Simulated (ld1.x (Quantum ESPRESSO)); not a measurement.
## What one change does to a pseudopotential (lead, TM)

ld1.x (Quantum ESPRESSO) 7.5 input, shortened:

```
&input
   title='Pb', zed=82., rel=1, dft='PZ', iswitch=3,
   config='[Xe] 4f14 5d10 6s2 6p1'
 /
 &inputp
   pseudotype=2, tm=.true., lloc=0,
   nlcc=.true., new_core_ps=.true., rcore=0.85
 /
3
6P  2  1   1.00   0.00  2.70  2.70  0.0
5D  3  2  10.00   0.00  2.15  2.15  0.0
6S  1  0   2.00   0.00  1.65  1.65  0.0
 &test
   configts(1)='5d10 6s2 6p1'
 /
```

All-electron outer shells of the reference configuration (LDA (PZ), scalar-relativistic, ld1.x):

```json
{"shell": "5p", "level (eV)": "-93.73", "outermost node (bohr)": "0.49", "outermost maximum (bohr)": "0.88"}
{"shell": "5d", "level (eV)": "-29.03", "outermost node (bohr)": "0.52", "outermost maximum (bohr)": "1.07"}
{"shell": "6s", "level (eV)": "-19.59", "outermost node (bohr)": "1.01", "outermost maximum (bohr)": "1.95"}
{"shell": "6p", "level (eV)": "-10.15", "outermost node (bohr)": "1.18", "outermost maximum (bohr)": "2.50"}
```

Change: wave 5d (bound): rc 2.15 bohr becomes 5d (bound): rc 1.38 bohr.

Cutoffs: the cutoffs (Ry, on a coarse ladder) from which the occupation-weighted sum of valence levels, in a spherical-Bessel basis at the reference potential, stays within 10 and 1 mRy of its value at 400 Ry; they do not see the model core or the augmentation charge, which bear on the density cutoff. Errors are all-electron minus pseudo energies relative to the spin-unpolarised reference configuration.

**Question.** Predict the effect on cutoff, ghosts and configuration errors.

**Answer.** The potential gets harder (50 Ry and 90 Ry → 70 Ry and 100 Ry); of the 9 tests that both files solve, the error grows in 1 and shrinks in 0 by more than 15 % and 0.3 meV (median size 5.7 → 5.8 meV); neither file shows a bound ghost. A smaller radius makes the pseudo-wave follow the all-electron one further in, where it bends more sharply, so more plane waves are needed.

```csv
quantity,base,changed
"cutoff, loose",50 Ry,70 Ry
"cutoff, tight",90 Ry,100 Ry
loose cutoff by channel (10 mRy a level),"p 8 Ry, d 40 Ry, s 30 Ry","p 8 Ry, d 45 Ry, s 30 Ry"
bound ghosts,none,none
"error for 5d10 6s2 6p2, meV [ΔE -6.83 eV]",+3.1,+3.0
"error for 5d10 6s2 6p0, meV [ΔE 13.76 eV]",-9.1,-9.2
"error for 5d10 6s1 6p0, meV [ΔE 46.64 eV]",-25,-26
"error for 5d9 6s2 6p2, meV [ΔE 20.47 eV]",-134,-157
"error for 5d10 6s1 6p2, meV [ΔE 9.60 eV]",-5.0,-4.7
"error for 5d10 6s0 6p4, meV [ΔE 11.20 eV]",-23,-22
"error for 5d10 6s2 6p1.5, meV [ΔE -4.22 eV]",+2.0,+1.9
"error for 5d10 6s2 6p1 (spin-polarised), meV [ΔE -0.15 eV]",+0.7,+0.7
"error for 5d10 6s2 6p2 (spin-polarised), meV [ΔE -7.28 eV]",+5.7,+5.8
s: phases at 2.97 bohr within 0.05 rad from the reference energy up to (Ry; the scan ends near 5),0.7,0.7
p: phases at 2.97 bohr within 0.05 rad from the reference energy up to (Ry; the scan ends near 5),2.1,2.1
d: phases at 2.97 bohr within 0.05 rad from the reference energy up to (Ry; the scan ends near 5),0.0,0.0
```
